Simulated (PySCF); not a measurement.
# Working out the ionisation energy of N⁺

N⁺ [He] 2s2 2p2 (3P) → N²⁺ [He] 2s2 2p1 (2P). Computed with PySCF 2.14 in dyall-acv3z (15s9p4d2f, 76 functions), with the non-relativistic Hamiltonian (point nucleus). Frozen: nothing; the 5 highest virtual orbitals dropped. Energies in hartree (1 hartree = 27.21139 eV):

```
             part  N⁺ (lower)  N²⁺ (upper)
              UHF  -53.893780   -52.820378
MP2 opposite-spin   -0.106913    -0.100709
    MP2 same-spin   -0.017572    -0.007371
```

What does Hartree-Fock give?

(-52.820378) − (-53.893780) = 1.073402 hartree = 29.209 eV.

What do MP2 and SCS-MP2 (6/5 opposite-spin, 1/3 same-spin) give?

The opposite-spin parts differ by 0.169 eV and the same-spin parts by 0.278 eV. MP2: 29.209 + (0.169) + (0.278) = 29.656 eV. SCS-MP2: 29.209 + 1.2 × (0.169) + (0.278)/3 = 29.504 eV.

A first-order spin-orbit estimate adds -0.003 eV to MP2 (valence and next inner shell), giving 29.653 eV against 29.601 eV (semi-empirical (NIST evaluation); NIST Atomic Spectra Database, ionization energies).

What remains against the reference includes basis incompleteness and correlation beyond second order.
